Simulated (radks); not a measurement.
Isoelectronic series with 38 electrons, all held in the configuration [Kr] 5s2, which need not be the ground one along the series. Method: scalar-relativistic Kohn-Sham, PBE, spin-unpolarised, spherical densities, finite nucleus; Fermi nuclear charge, rms radius of each element as measured or else 0.836 A^(1/3) + 0.57 fm; computed with a radial shooting solver on a logarithmic mesh with Libxc functionals. Total energies (hartree) and mean radii <r> (bohr):

ion,E (hartree),5s,4p,4s,3d
Sr,-3179.46127,4.333,1.567,1.357,0.4983
Tc5+,-4278.74967,2.220,1.101,1.019,0.3978
Cd10+,-5559.57853,1.614,0.8644,0.8204,0.3320
I15+,-7025.99737,1.286,0.7156,0.6878,0.2852
Ce20+,-8683.3073,1.074,0.6117,0.5919,0.2500
Eu25+,-10537.9059,0.9223,0.5345,0.5189,0.2226
Er30+,-12597.4748,0.8081,0.4744,0.4611,0.2005
Ta35+,-14871.0848,0.7182,0.4263,0.4140,0.1824
Bi45+,-20105.5406,0.5847,0.3535,0.3414,0.1543

Estimate the row of Pt40+.

Answer. E (hartree) -17369.5084; 5s 0.6453; 4p 0.3867; 4s 0.3747; 3d 0.1672.
